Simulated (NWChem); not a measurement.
System: CH4O3Si; SMILES O[SiH]1OCO1

NWChem input:

```
start job
memory heap 200 mb stack 900 mb global 1100 mb
geometry units angstroms noautoz
  O      0.402259    -1.922260     0.000000
  Si    -0.450034    -0.504280     0.000000
  O      0.004010     0.704811    -1.116892
  C      0.277845     1.565324     0.000000
  O      0.004010     0.704811     1.116892
  H      1.372968    -1.838071     0.000000
  H     -1.868023    -0.949322     0.000000
  H     -0.400322     2.450244     0.000000
  H      1.340717     1.904676     0.000000
end
basis spherical
  O library def2-svp
  Si library def2-svp
  C library def2-svp
  H library def2-svp
end
dft
  xc hfexch
  iterations 150
  mulliken
end
task dft energy
```

Geometry: optimised at PBE-D3(BJ)/def2-SVP.

**Question.** Predict the main results of this run. (Hartree-Fock/def2-SVP.) Quantities: energy (Ha); highest occupied level (eV); orbital gap (eV); dipole (D).

**Answer.** 
```yaml
energy (Ha): -553.51
highest occupied level (eV): -12.23
orbital gap (eV): 16.66
dipole (D): 1.05
```
